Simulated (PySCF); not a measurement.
Gas-phase equilibrium of 1 mol SnCl4, 1.5 mol H2 at 2000 K and 1.00 bar, among 14 species (SnCl4, HCl, SnH2, SnHCl3, SnCl3, H, H2, SnH4, SnCl2, SnH2Cl2, Cl, Cl2, SnH3Cl, SnHCl). Only gases are allowed; each row takes one source of thermochemistry for all species, and Cantera finds the minimum.

Method: PySCF energies plus ideal-gas RRHO corrections (1 bar). † marks an energy on the PBE0/def2-TZVP geometry and frequencies. Open shells (unrestricted) among the columns below: H (multiplicity 2), Cl (multiplicity 2, electronic degeneracy 6); the rest are closed-shell singlets. Spin-orbit splitting is ignored; it lowers the true energy and changes the entropy of Cl. B3LYP is the form with VWN-RPA correlation. Sn: scalar-relativistic def2 core potential, no spin-orbit coupling. SnHCl: computed as isolated molecules; such fragments, hydroxides, amides, oligomers or adducts are transient or little studied in the gas. The harmonic model lacks anharmonicity and excited electronic states, which grow with temperature; levels with a mode under 35 cm⁻¹ are left out. Soft modes under 120 cm⁻¹ make the harmonic entropy rough for SnCl2.

Molecules larger than those listed are left out.

Mole fractions:

| thermochemistry | x HCl | x SnCl2 | x H2 | x Cl | x H | x SnHCl |
|---|---|---|---|---|---|---|
| B3LYP/def2-TZVP† | 0.57 | 0.28 | 0.14 | 0.0041 | 0.00061 | 0.00015 |
| HF/def2-TZVP† | 0.42 | 0.27 | 0.18 | 0.11 | 0.019 | 0.00063 |
| M06-2X/def2-TZVP† | 0.57 | 0.29 | 0.14 | 0.0026 | 0.00078 | 7.2e-5 |
| PBE/def2-TZVP† | 0.57 | 0.29 | 0.14 | 0.0015 | 0.0012 | 0.00012 |
| PBE0/def2-SVP† | 0.57 | 0.28 | 0.14 | 0.0024 | 0.0016 | 0.00024 |
| ωB97M-V/def2-TZVP† | 0.57 | 0.29 | 0.14 | 0.0019 | 0.00076 | 0.00016 |
The most sensitive of these is Cl: it spans a factor of 10^1.9 over these rows; at this temperature one factor of ten is RT ln 10 = 38 kJ/mol.
